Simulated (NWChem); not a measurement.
Species: GaN2H5; SMILES [NH2][GaH][NH2]

```xyz
8

Ga     0.0000     0.0000    -0.3399
H      0.0000     0.0000    -1.8970
N     -1.5508     0.0000     0.6004
H     -2.4641     0.0000     0.1659
H     -1.6173     0.0000     1.6099
N      1.5508     0.0000     0.6004
H      1.6173     0.0000     1.6099
H      2.4641     0.0000     0.1659
```
Atoms are numbered in this order, from 1.

Level: PBE0/def2-SVP (NWChem), optimised geometry, unscaled harmonic frequencies. 

```csv
frequency (cm⁻¹),IR intensity (km/mol)
125,0.0
178,1.8
180,404.3
313,0.0
359,3.6
540,28.4
543,9.9
699,9.5
730,164.0
741,0.8
755,105.3
1517,44.8
1529,8.5
2021,132.3
3634,38.4
3635,7.9
3741,39.0
3742,19.1
```

The zero-point energy comes out as 35.7 kcal/mol and the thermal correction to the enthalpy at 298.15 K (with zero-point energy) is 40.2 kcal/mol. The heat capacity Cv comes out as 20.4 cal/(mol K). The entropy at 298.15 K and 1 atm (symmetry number 2) comes out as 74.7 cal/(mol K) and the dipole moment is 1.06 D.

Rigid rotor and harmonic oscillator.
